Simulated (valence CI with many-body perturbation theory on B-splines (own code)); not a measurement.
# Energy levels of Br3+

Computed by valence CI with perturbative core correlation (CI+MBPT): four valence electrons over a frozen Dirac-Fock core [Ar] 3d10, a basis of 11 s, 11 p, 10 d, 8 f, 5 g, 2 h functions for each j, with the one-electron correlation potential Σ1, the two-electron term Σ2, the three-electron term Σ3, Breit, model QED; selected CI, second order for the rest, scaled by the run's own slope (own B-spline code, finite nucleus).

No measured spectrum was set against this ion. As an estimate, levels hold to about 250 cm⁻¹ or 0.2 % of their energy and the worst to 1 %, as in measured heavy ions of charge 2 to 7; those with d or f electrons hold less well. Among the levels kept, up to 1600 cm⁻¹ of a level comes from second order outside the variational space, and about a tenth of that is noise between levels of different J, which matters for small intervals.

Levels 181 to 198 of 198, with energies above the lowest level, 4s2 4p2 3P_0. "Leading %" is the weight of the configuration and term that name the level; weights of strongly mixed levels are sums over their largest components and can fall short. In the jj column 3d3/2^4 stands for four electrons in 3d with j = 3/2.

```tsv
No.	Configuration	Term	J	E (eV)	Leading %	g	Leading jj
181	4s2 4p 5g	1H°	5	38.909	54	1.015	4s^2 4p3/2 5g7/2 (92 %)
182	4s2 4p 6d	1F°	3	38.916	60	1.088	4s^2 4p3/2 6d3/2 (38 %)
183	4s2 4p 5g	3F°	2	38.946	95	0.669	4s^2 4p3/2 5g7/2 (95 %)
184	4s2 4p 5g	3F°	3	38.954	46	1.046	4s^2 4p3/2 5g9/2 (78 %)
185	4s2 4p 7s	3P°	2	38.997	89	1.489	4s^2 4p3/2 7s (89 %)
186	4s2 4p 6d	1P°	1	39.013	42	0.977	4s^2 4p3/2 6d5/2 (51 %)
187	4s2 4p 7s	1P°	1	39.042	46	1.066	4s^2 4p3/2 7s (64 %)
188	4s 4p2 5p	3D°	2	39.044	59	1.274	4s 4p1/2 4p3/2 5p3/2 (40 %)
189	4s2 4p 7p	1P	1	39.165	39	0.952	4s^2 4p1/2 7p1/2 (76 %)
190	4s 4p2 4d	3F	2	39.239	38	0.773	4s 4p1/2 4p3/2 4d3/2 (28 %)
191	4s2 4p 7p	3P	1	39.250	39	1.169	4s^2 4p1/2 7p3/2 (78 %)
192	4s2 4p 7p	3P	0	39.287	76		4s^2 4p1/2 7p1/2 (91 %)
193	4s2 4p 7p	3D	2	39.311	45	1.138	4s^2 4p1/2 7p3/2 (81 %)
194	4s 4p2 5p	3D°	3	39.364	74	1.370	4s 4p3/2^2 5p3/2 (48 %)
195	4s 4p2 4d	3F	3	39.384	41	1.125	4s 4p1/2 4p3/2 4d5/2 (26 %)
196	4s 4p2 5p	3P°	0	39.535	90		4s 4p1/2 4p3/2 5p3/2 (72 %)
197	4s 4p2 4d	3F	4	39.613	53	1.245	4s 4p3/2^2 4d5/2 (31 %)
198	4s 4p2 5p	3P°	1	39.664	85	1.487	4s 4p1/2 4p3/2 5p3/2 (42 %)
```

Names give the largest LS component (configuration and term), which can be under half, so a name can repeat, a term be missing and a line seem to break the LS rules; names also repeat where a configuration has a term twice.

Where two levels of one J and parity lie close, their mixing, g and order are uncertain.
